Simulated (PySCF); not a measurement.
## Radial density of Kr¹⁹⁺ (krypton, charge +19)

UHF, [Ne] 3s2 3p5, 2P determinant. Computed with PySCF 2.14 in an uncontracted even-tempered set (19 s from 1.7 bohr⁻², ratio 2.5; 12 p from 2.2 bohr⁻², ratio 2.5; 5 d from 12 bohr⁻², ratio 2.7; 4 f from 18 bohr⁻², ratio 2.7), with the spin-free X2C one-electron Hamiltonian (Gaussian nucleus).

```tsv
r (bohr)	4πr²ρ (e/bohr)	4πr²(ρα − ρβ)
0.000729	0.3731	0.0000
0.00123	0.9214	0.0000
0.00206	2.230	0.0001
0.00347	5.204	0.0002
0.00583	11.41	0.0008
0.00981	22.45	0.0039
0.0165	36.83	0.0205
0.0278	45.13	0.0994
0.0467	39.39	0.3760
0.0786	41.14	0.8598
0.132	52.44	0.6030
0.222	25.06	0.1087
0.374	19.37	2.5157
0.629	8.895	1.2355
1.06	0.1747	0.0240
1.78	8.644e-05	0.0000
```

Densities and radii are taken from the X2C orbitals without a picture-change correction, which distorts them close to the nucleus.

Spin-orbit coupling, absent here, splits the open shell strongly.
